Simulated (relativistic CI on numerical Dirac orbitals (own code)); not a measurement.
## L2,3 absorption of iron in several valence states

Computed multiplet spectra 2p⁶3dⁿ → 2p⁵3dⁿ⁺¹ (Dirac-Coulomb-Breit ions, Slater integrals scaled by 0.7, an assumed crystal field that grows with the charge, no charge transfer; 300 K; Lorentzian 0.4 eV and Gaussian 0.3 eV FWHM at both edges, so that L2 comes out sharper than in experiment). Peaks over 5 % are given in eV from the highest peak in the L3 region of each spectrum (height, largest 100). S of the lowest state is read from ⟨S²⟩, and the branching ratio is the share of L3, cut at the minimum between the edges.

Field parameters in Wybourne normalisation: Td as Oh with Dq negative (B⁴₀ = 21Dq, B⁴₄ = √(5/14) B⁴₀). The field is a parameter set, without covalency.

- Fe²⁺ (d6, Td, 10Dq = -4900 cm⁻¹): S = 2.00, high spin, branching ratio 0.74; peaks 0.0 (100), 0.4 (98), 1.1 (62), 2.5 (30), 3.7 (12), 12.7 (31), 13.3 (32), 15.2 (11)
- Fe³⁺ (d5, Td, 10Dq = -6300 cm⁻¹): S = 2.50, high spin, branching ratio 0.75; peaks -1.7 (10), 0.0 (100), 1.2 (40), 3.8 (11), 11.7 (11), 12.5 (17), 14.1 (25)
- Fe⁴⁺ (d4, Td, 10Dq = -7750 cm⁻¹): S = 2.00, high spin, branching ratio 0.70; peaks -3.4 (8), 0.0 (100), 0.6 (88), 5.8 (6), 8.2 (22), 9.6 (19), 11.0 (17), 13.0 (34), 13.5 (33), 15.7 (12)
- Fe⁵⁺ (d3, Td, 10Dq = -9200 cm⁻¹): S = 1.50, branching ratio 0.65; peaks -2.8 (17), 0.0 (100), 0.8 (72), 1.5 (63), 3.1 (27), 8.7 (27), 9.6 (19), 10.6 (29), 11.3 (24), 12.2 (36), 13.1 (39)

The centroid of the whole edge, which also moves with the branching ratio, lies at 713.3 (Fe²⁺), 716.1 (Fe³⁺), 719.7 (Fe⁴⁺), 724.5 (Fe⁵⁺) eV in this ionic model, in steps of 2.8 to 4.8 eV. Compounds show about 1 to 2 eV a unit and lower energies for the high valences, since ligands screen the charge. The multiplet shape follows the d count and the spin state, and so serves as a fingerprint of valence.
